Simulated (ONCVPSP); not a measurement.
# How hard is this gallium ONCV potential?

- Element: Ga
- Generator: ONCVPSP 4.0.1
- Type: optimised norm-conserving Vanderbilt (ONCV)
- Functional: PBE
- Relativity: scalar-relativistic
- Frozen core: [Ar] 3d10
- Valence charge: 3
- Reference configuration: 4s2 4p1
- Partial waves: 4s: rc 2.10 bohr, ncon 5, nbas 9, qcut 3.4 1/bohr, 2 projectors, debl 2.6 Ha; 4p: rc 2.05 bohr, ncon 5, nbas 8, qcut 4.3 1/bohr, 2 projectors, debl 2.7 Ha
- Local potential: polynomial inside 1.35 bohr (lpopt 5, dvloc0 6 Ha)
- Core correction: none

Question: For each optimised wave give the share of its norm inside rc, the residual kinetic energy above qcut (Ha) and the cutoffs (Ha) for errors of 10, 1, 0.1 and 0.01 mHa per electron.

Answer:

```tsv
wave	norm inside rc	residual KE	10 mHa	1 mHa	0.1 mHa	0.01 mHa
4s	0.454	2.3e-03	4.1	10.2	42.8	51.5
s projector 2	0.132	3.5e-02	7.0	19.1	51.8	62.1
4p	0.175	4.2e-05	1.4	5.2	8.4	14.9
p projector 2	0.138	2.8e-03	7.4	31.2	57.9	65.3
```

The occupied waves need 10 Ha and 43 Ha for 1 and 0.1 mHa. The cutoffs count occupied waves only; projector 2 of the p channel, the hardest unoccupied one, needs 31 Ha at the loose tolerance.
